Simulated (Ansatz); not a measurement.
Computed with Ansatz (a first-principles code) with r2SCAN-D4/def2-SVP. No frequencies were computed at this level.

Ansatz 0.2 input:
```yaml
crystal:
  periodic: [false, false, false]
  atoms:
    - { symbol: Zr, position_ang: [0.063806, -0.11397, -0.030921] }
    - { symbol: N, position_ang: [0.804991, 1.44299, 1.077408] }
    - { symbol: H, position_ang: [1.646463, 1.240535, 1.634013] }
    - { symbol: H, position_ang: [0.133482, 1.870193, 1.731175] }
    - { symbol: N, position_ang: [0.827215, -0.029316, -1.932076] }
    - { symbol: H, position_ang: [1.763426, -0.447521, -2.030448] }
    - { symbol: H, position_ang: [0.904218, 0.917558, -2.328539] }
    - { symbol: N, position_ang: [0.587554, -1.916099, 0.792324] }
    - { symbol: H, position_ang: [0.788427, -2.663262, 0.11306] }
    - { symbol: H, position_ang: [-0.071349, -2.323111, 1.470354] }
    - { symbol: N, position_ang: [-1.974729, 0.079349, -0.117099] }
    - { symbol: H, position_ang: [-2.431992, -0.405932, -0.901406] }
    - { symbol: H, position_ang: [-2.30818, 1.053185, -0.160479] }
basis:
  gaussian: { orbitals: def2-svp }
hamiltonian:
  xc: r2scan
  dispersion: d4
relax:
  max_steps: 150
```

Output:

```
Functional definition: r2SCAN
1430 factors; their error is unknown
mean field evaluation 1: about -7339.6738 eV, gradient 1.2e2 eV
mean field evaluation 2: about -7192.9504 eV, gradient 2.5e2 eV
mean field evaluation 4: about -7366.6184 eV, gradient 1.0e1 eV
mean field evaluation 8: about -7366.9097 eV, gradient 1.6e-1 eV
mean field evaluation 16: about -7366.8525 eV, gradient 1.5e-3 eV
mean field -7366.85250093 eV, -270.7268359773 hartree, gradient 2.2e-5 eV, S^2 0.000000; 0 other end points of the search recorded, 0 dependent functions left out
reference -7366.85253849 eV, -270.7268373576 hartree; 24, 24 occupied and 103, 103 virtual orbitals, 1430 factors
relax step   1: F+E_penalty+E_count = -7366.92387333 eV  Δ(F+E_penalty+E_count) = +0.000e0 eV  max|allowed force component| = 7.510e-1 eV/Å  Δτ_max = 0.0000 Å  (30 SCF iters, accepted)
these checks for a lower state are left out or cut short: starts, cluster_reference, orbital_swaps, neighbouring_geometries, increment
1430 factors; their error is unknown
mean field -7367.07314306 eV, -270.7349444260 hartree, gradient 1.3e-5 eV, S^2 0.000000; 0 other end points of the search recorded, 0 dependent functions left out
reference -7367.07318045 eV, -270.7349458001 hartree; 24, 24 occupied and 103, 103 virtual orbitals, 1430 factors
relax step   2: F+E_penalty+E_count = -7367.14282477 eV  Δ(F+E_penalty+E_count) = -2.190e-1 eV  max|allowed force component| = 7.573e-1 eV/Å  Δτ_max = 0.1846 Å  (35 SCF iters, accepted)
these checks for a lower state are left out or cut short: starts, cluster_reference, orbital_swaps, neighbouring_geometries, increment
1430 factors; their error is unknown
mean field evaluation 32: about -7367.1564 eV, gradient 2.4e-1 eV
mean field -7367.15646670 eV, -270.7380065132 hartree, gradient 1.2e-5 eV, S^2 0.000000; 0 other end points of the search recorded, 0 dependent functions left out
reference -7367.15650395 eV, -270.7380078821 hartree; 24, 24 occupied and 103, 103 virtual orbitals, 1430 factors
relax step   3: F+E_penalty+E_count = -7367.22603087 eV  Δ(F+E_penalty+E_count) = -8.321e-2 eV  max|allowed force component| = 1.156e0 eV/Å  Δτ_max = 0.1754 Å  (35 SCF iters, accepted)
these checks for a lower state are left out or cut short: starts, cluster_reference, orbital_swaps, neighbouring_geometries, increment
1430 factors; their error is unknown
mean field -7367.38174543 eV, -270.7462853538 hartree, gradient 1.2e-5 eV, S^2 0.000000; 0 other end points of the search recorded, 0 dependent functions left out
reference -7367.38178328 eV, -270.7462867449 hartree; 24, 24 occupied and 103, 103 virtual orbitals, 1430 factors
relax step   4: F+E_penalty+E_count = -7367.45237336 eV  Δ(F+E_penalty+E_count) = -2.263e-1 eV  max|allowed force component| = 2.873e-1 eV/Å  Δτ_max = 0.1997 Å  (35 SCF iters, accepted)
these checks for a lower state are left out or cut short: starts, cluster_reference, orbital_swaps, neighbouring_geometries, increment
1430 factors; their error is unknown
mean field -7367.44191951 eV, -270.7484967105 hartree, gradient 1.2e-5 eV, S^2 0.000000; 0 other end points of the search recorded, 0 dependent functions left out
reference -7367.44195768 eV, -270.7484981132 hartree; 24, 24 occupied and 103, 103 virtual orbitals, 1430 factors
relax step   5: F+E_penalty+E_count = -7367.51264200 eV  Δ(F+E_penalty+E_count) = -6.027e-2 eV  max|allowed force component| = 4.789e-1 eV/Å  Δτ_max = 0.2000 Å  (35 SCF iters, accepted)
these checks for a lower state are left out or cut short: starts, cluster_reference, orbital_swaps, neighbouring_geometries, increment
1430 factors; their error is unknown
mean field -7367.46134102 eV, -270.7492104378 hartree, gradient 1.3e-5 eV, S^2 0.000000; 0 other end points of the search recorded, 0 dependent functions left out
reference -7367.46137953 eV, -270.7492118532 hartree; 24, 24 occupied and 103, 103 virtual orbitals, 1430 factors
relax step   6: F+E_penalty+E_count = -7367.53188366 eV  Δ(F+E_penalty+E_count) = -1.924e-2 eV  max|allowed force component| = 1.174e0 eV/Å  Δτ_max = 0.1942 Å  (35 SCF iters, accepted)
these checks for a lower state are left out or cut short: starts, cluster_reference, orbital_swaps, neighbouring_geometries, increment
1430 factors; their error is unknown
mean field evaluation 64: about -7367.5282 eV, gradient 2.3e-1 eV
mean field -7367.52834725 eV, -270.7516728713 hartree, gradient 1.3e-5 eV, S^2 0.000000; 0 other end points of the search recorded, 0 dependent functions left out
reference -7367.52838572 eV, -270.7516742850 hartree; 24, 24 occupied and 103, 103 virtual orbitals, 1430 factors
relax step   7: F+E_penalty+E_count = -7367.59925670 eV  Δ(F+E_penalty+E_count) = -6.737e-2 eV  max|allowed force component| = 3.806e-1 eV/Å  Δτ_max = 0.1997 Å  (36 SCF iters, accepted)
these checks for a lower state are left out or cut short: starts, cluster_reference, orbital_swaps, neighbouring_geometries, increment
1430 factors; their error is unknown
mean field -7367.53448803 eV, -270.7518985408 hartree, gradient 1.2e-5 eV, S^2 0.000000; 0 other end points of the search recorded, 0 dependent functions left out
reference -7367.53452656 eV, -270.7518999568 hartree; 24, 24 occupied and 103, 103 virtual orbitals, 1430 factors
relax step   8: F+E_penalty+E_count = -7367.60544684 eV  Δ(F+E_penalty+E_count) = -6.190e-3 eV  max|allowed force component| = 3.538e-1 eV/Å  Δτ_max = 0.1545 Å  (36 SCF iters, accepted)
these checks for a lower state are left out or cut short: starts, cluster_reference, orbital_swaps, neighbouring_geometries, increment
1430 factors; their error is unknown
mean field -7367.55020500 eV, -270.7524761288 hartree, gradient 9.2e-6 eV, S^2 0.000000; 0 other end points of the search recorded, 0 dependent functions left out
reference -7367.55024356 eV, -270.7524775458 hartree; 24, 24 occupied and 103, 103 virtual orbitals, 1430 factors
relax step   9: F+E_penalty+E_count = -7367.62113521 eV  Δ(F+E_penalty+E_count) = -1.569e-2 eV  max|allowed force component| = 3.107e-2 eV/Å  Δτ_max = 0.1494 Å  (29 SCF iters, accepted)
these checks for a lower state are left out or cut short: starts, cluster_reference, orbital_swaps, neighbouring_geometries, increment
1430 factors; their error is unknown
mean field -7367.55232609 eV, -270.7525540774 hartree, gradient 1.1e-5 eV, S^2 0.000000; 0 other end points of the search recorded, 0 dependent functions left out
reference -7367.55236466 eV, -270.7525554949 hartree; 24, 24 occupied and 103, 103 virtual orbitals, 1430 factors
relax step  10: F+E_penalty+E_count = -7367.62328394 eV  Δ(F+E_penalty+E_count) = -2.149e-3 eV  max|allowed force component| = 1.844e-2 eV/Å  Δτ_max = 0.0678 Å  (29 SCF iters, accepted)
these checks for a lower state are left out or cut short: starts, cluster_reference, orbital_swaps, neighbouring_geometries, increment
1430 factors; their error is unknown
mean field evaluation 96: about -7367.5513 eV, gradient 1.5e-5 eV
mean field -7367.55130072 eV, -270.7525163958 hartree, gradient 1.5e-5 eV, S^2 0.000000; 0 other end points of the search recorded, 0 dependent functions left out
reference -7367.55133934 eV, -270.7525178151 hartree; 24, 24 occupied and 103, 103 virtual orbitals, 1430 factors
relax step  11: F+E_penalty+E_count = -7367.62218052 eV  Δ(F+E_penalty+E_count) = +1.103e-3 eV  max|allowed force component| = 1.901e-1 eV/Å  Δτ_max = 0.0972 Å  (28 SCF iters, rejected (line search))
these checks for a lower state are left out or cut short: starts, cluster_reference, orbital_swaps, neighbouring_geometries, increment
1430 factors; their error is unknown
mean field -7367.55297032 eV, -270.7525777524 hartree, gradient 1.2e-5 eV, S^2 0.000000; 0 other end points of the search recorded, 0 dependent functions left out
reference -7367.55300891 eV, -270.7525791707 hartree; 24, 24 occupied and 103, 103 virtual orbitals, 1430 factors
relax step  12: F+E_penalty+E_count = -7367.62391733 eV  Δ(F+E_penalty+E_count) = -6.334e-4 eV  max|allowed force component| = 9.309e-3 eV/Å  Δτ_max = 0.0385 Å  (30 SCF iters, accepted)
these checks for a lower state are left out or cut short: starts, cluster_reference, orbital_swaps, neighbouring_geometries, increment
1430 factors; their error is unknown
mean field -7367.55303667 eV, -270.7525801906 hartree, gradient 1.2e-5 eV, S^2 0.000000; 0 other end points of the search recorded, 0 dependent functions left out
reference -7367.55307528 eV, -270.7525816096 hartree; 24, 24 occupied and 103, 103 virtual orbitals, 1430 factors
relax step  13: F+E_penalty+E_count = -7367.62395007 eV  Δ(F+E_penalty+E_count) = -3.274e-5 eV  max|allowed force component| = 5.630e-2 eV/Å  Δτ_max = 0.0540 Å  (29 SCF iters, accepted)
these checks for a lower state are left out or cut short: starts, cluster_reference, orbital_swaps, neighbouring_geometries, increment
1430 factors; their error is unknown
mean field -7367.55323068 eV, -270.7525873206 hartree, gradient 1.2e-5 eV, S^2 0.000000; 0 other end points of the search recorded, 0 dependent functions left out
reference -7367.55326928 eV, -270.7525887392 hartree; 24, 24 occupied and 103, 103 virtual orbitals, 1430 factors
relax step  14: F+E_penalty+E_count = -7367.62415723 eV  Δ(F+E_penalty+E_count) = -2.072e-4 eV  max|allowed force component| = 2.492e-2 eV/Å  Δτ_max = 0.0176 Å  (31 SCF iters, accepted)
these checks for a lower state are left out or cut short: starts, cluster_reference, orbital_swaps, neighbouring_geometries, increment
1430 factors; their error is unknown
mean field -7367.55329599 eV, -270.7525897208 hartree, gradient 1.2e-5 eV, S^2 0.000000; 0 other end points of the search recorded, 0 dependent functions left out
reference -7367.55333460 eV, -270.7525911396 hartree; 24, 24 occupied and 103, 103 virtual orbitals, 1430 factors
relax step  15: F+E_penalty+E_count = -7367.62423001 eV  Δ(F+E_penalty+E_count) = -7.278e-5 eV  max|allowed force component| = 1.486e-3 eV/Å  Δτ_max = 0.0076 Å  (32 SCF iters, accepted)
1430 factors; their error is unknown
mean field evaluation 128: about -7339.8009 eV, gradient 1.2e2 eV
mean field -7367.55329599 eV, -270.7525897208 hartree, gradient 1.4e-5 eV, S^2 0.000000; 1 other end points of the search recorded, 0 dependent functions left out
reference -7367.55333460 eV, -270.7525911396 hartree; 24, 24 occupied and 103, 103 virtual orbitals, 1430 factors
Total energy: -7367.62426862 eV, -270.7551979166 hartree
Atom 0 at     0.056795    -0.099968    -0.053011 Å, force     0.000593    -0.000723    -0.000803 eV/Å
Atom 1 at     0.715799     1.244514     1.354191 Å, force    -0.001215     0.000443     0.000701 eV/Å
Atom 2 at     1.560561     1.814422     1.358015 Å, force    -0.000549    -0.000568     0.000328 eV/Å
Atom 3 at     0.159935     1.517252     2.166013 Å, force     0.001445    -0.000073    -0.000232 eV/Å
Atom 4 at     1.128859     0.117766    -1.792475 Å, force    -0.000918     0.000688    -0.000763 eV/Å
Atom 5 at     2.060620    -0.277716    -1.925884 Å, force    -0.000067    -0.000716     0.000576 eV/Å
Atom 6 at     0.845376     0.534356    -2.678234 Å, force    -0.000129    -0.000636     0.000810 eV/Å
Atom 7 at     0.317142    -2.020257     0.630212 Å, force     0.000553     0.000608     0.000689 eV/Å
Atom 8 at     0.335502    -2.833179     0.012808 Å, force    -0.000111    -0.000012    -0.000896 eV/Å
Atom 9 at     0.529743    -2.347931     1.571408 Å, force     0.000248     0.000613     0.000097 eV/Å
Atom 10 at    -1.936114     0.258227    -0.401947 Å, force    -0.001486     0.000093     0.000122 eV/Å
Atom 11 at    -2.711466    -0.400939    -0.454846 Å, force     0.001379     0.000958    -0.000731 eV/Å
Atom 12 at    -2.329419     1.198050    -0.468885 Å, force     0.000257    -0.000676     0.000103 eV/Å
Dipole moment:     0.000228     0.001102    -0.000460 e Å
```

Cost: about 3 core-minutes (a rough figure).
